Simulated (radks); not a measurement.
Results of a calculation; reference values are marked as such.
The dysprosium ion Dy+ inside a hard spherical wall (all orbitals vanish at R), configuration held at [Xe] 4f10 6s1 and not refilled when levels cross. Level of theory: scalar-relativistic Kohn-Sham, r2SCAN, spin-polarised, spherical densities, finite nucleus; open shells are filled with parallel spins first (spin-orbit coupling, left out, can overturn this in heavy ions); meta-GGA in the generalised Kohn-Sham scheme; Fermi nuclear charge, rms radius 5.2218 fm (a radial shooting solver on a logarithmic mesh with Libxc functionals). Eigenvalues in eV for spin up, with the zero of energy where the potential of the charges vanishes at infinity; a dash marks a level that is unbound or too diffuse for the functional's potential to be trusted. A positive occupied level is held by the wall or, in an anion where self-interaction has pushed it up, behind a barrier. The pressure on the wall is -dE/dV.

[
 {"R (bohr)": "free", "E (hartree)": "-12157.3404", "kinetic (hartree)": "13114.554", "e(5s)": "-57.711", "e(5p)": "-33.295", "e(4f)": "-10.962", "e(6s)": "-9.371", "e(5d, empty)": "-7.020", "e(6p, empty)": "-5.635", "pressure (GPa)": "0"},
 {"R (bohr)": "15", "E (hartree)": "-12157.3404", "kinetic (hartree)": "13114.554", "e(5s)": "-57.711", "e(5p)": "-33.295", "e(4f)": "-10.962", "e(6s)": "-9.371", "e(5d, empty)": "-7.020", "e(6p, empty)": "-5.635", "pressure (GPa)": "< 0.0001"},
 {"R (bohr)": "12", "E (hartree)": "-12157.3404", "kinetic (hartree)": "13114.554", "e(5s)": "-57.710", "e(5p)": "-33.293", "e(4f)": "-10.961", "e(6s)": "-9.370", "e(5d, empty)": "-7.019", "e(6p, empty)": "-5.629", "pressure (GPa)": "0.000335"},
 {"R (bohr)": "8", "E (hartree)": "-12157.3372", "kinetic (hartree)": "13114.584", "e(5s)": "-57.566", "e(5p)": "-33.153", "e(4f)": "-10.818", "e(6s)": "-9.225", "e(5d, empty)": "-6.885", "e(6p, empty)": "-5.175", "pressure (GPa)": "0.148"},
 {"R (bohr)": "5", "E (hartree)": "-12157.2291", "kinetic (hartree)": "13115.115", "e(5s)": "-56.038", "e(5p)": "-31.722", "e(4f)": "-9.241", "e(6s)": "-5.861", "e(5d, empty)": "-5.004", "e(6p, empty)": "1.084", "pressure (GPa)": "12.2"},
 {"R (bohr)": "3.5", "E (hartree)": "-12156.5480", "kinetic (hartree)": "13118.101", "e(5s)": "-51.786", "e(5p)": "-27.600", "e(4f)": "-4.256", "e(6s)": "10.161", "e(5d, empty)": "1.901", "e(6p, empty)": "23.846", "pressure (GPa)": "233"},
 {"R (bohr)": "3", "E (hartree)": "-12155.5380", "kinetic (hartree)": "13122.489", "e(5s)": "-47.325", "e(5p)": "-22.775", "e(4f)": "1.250", "e(6s)": "28.536", "e(5d, empty)": "9.553", "e(6p, empty)": "46.927", "pressure (GPa)": "833"},
 {"R (bohr)": "2", "E (hartree)": "-12143.3620", "kinetic (hartree)": "13168.061", "e(5s)": "-10.898", "e(5p)": "20.582", "e(4f)": "39.587", "e(6s)": "170.35", "e(5d, empty)": "69.934", "e(6p, empty)": "207.09", "pressure (GPa)": "19400"}
]
